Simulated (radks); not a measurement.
Os8+, 68 electrons, occupied as [Xe] 4f14 (the NIST ground configuration).

All-electron calculation, Dirac Kohn-Sham, exchange-only PBE, spin-unpolarised, spherical densities, finite nucleus; Fermi nuclear charge, rms radius 5.4126 fm. Program: a radial shooting solver on a logarithmic mesh with Libxc functionals.

Energy parts (hartree):
part                   energy
total             -17259.4156
kinetic            19588.2513
electron-nucleus  -42949.8146
Hartree             6434.7816
exchange            -332.6339

Orbitals (lengths in bohr, moments of r in powers of bohr):
orbital  occ.  eigenvalue (hartree)      <r^2>      <r>
1s1/2       2             -2714.129  0.0004336  0.01774
2s1/2       2             -475.9784   0.006585  0.07426
2p1/2       2             -456.0070   0.004684  0.06130
2p3/2       4             -399.7340   0.005879  0.06949
3s1/2       2             -114.0459    0.04290   0.1934
3p1/2       2             -105.0897    0.03925   0.1835
3p3/2       4             -92.81547    0.04576   0.1986
3d3/2       4             -77.77943    0.03531   0.1734
3d5/2       6             -75.11947    0.03709   0.1780
4s1/2       2             -27.43031     0.2106   0.4317
4p1/2       2             -23.66696     0.2161   0.4356
4p3/2       4             -20.78176     0.2503   0.4691
4d3/2       4             -14.59740     0.2690   0.4820
4d5/2       6             -14.06240     0.2815   0.4932
4f5/2       6              -6.22056     0.3624   0.5449
4f7/2       8              -6.11594     0.3723   0.5523
5s1/2       2              -7.48730      1.069   0.9780
5p1/2       2              -6.27193      1.230    1.047
5p3/2       4              -5.75905      1.413    1.123

The highest occupied level is 5p3/2 at -156.71 eV. Summed over all electrons, <r^2> = 20.78 bohr^2, which gives a Langevin (diamagnetic) susceptibility term of -16.5 x 10^-6 cm^3/mol. The electron density at the nucleus is 1.675e+06 e/bohr^3.
